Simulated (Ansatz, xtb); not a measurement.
Molecule: K2 (charge +1, doublet). SMILES: [K][K+]
Structure (B3LYP-D3(BJ)/def2-TZVP (Ansatz, a program for electronic structure) minimum search):
```xyz
2

K      0.0000     0.0000    -2.5153
K      0.0000     0.0000     2.5153
```
Charge +1, spin multiplicity 2.

Harmonic wavenumbers from GFN2-xTB (xtb, at its own minimum), cm⁻¹: 90.

Problem. Give the harmonic wavenumbers at B3LYP-D3(BJ)/def2-TZVP (Ansatz, finite differences of forces, unscaled).

Solution. 45 cm⁻¹. Zero-point energy 0.1 kcal/mol.

Problem. From these and the geometry, give the ideal-gas thermochemistry at 298.15 K and 1 atm (rigid rotor, harmonic oscillator).

Solution. Point group D∞h, rotational symmetry number 2. Rotational constants 1.022, 1.022 GHz. S(trans) 38.98, S(rot) 17.92, S(vib) 5.01, S(elec, spin only) 1.38, S 63.3 cal/(mol K). H(298) - H(0) 2.60 kcal/mol; G - E(el) -16.2 kcal/mol.
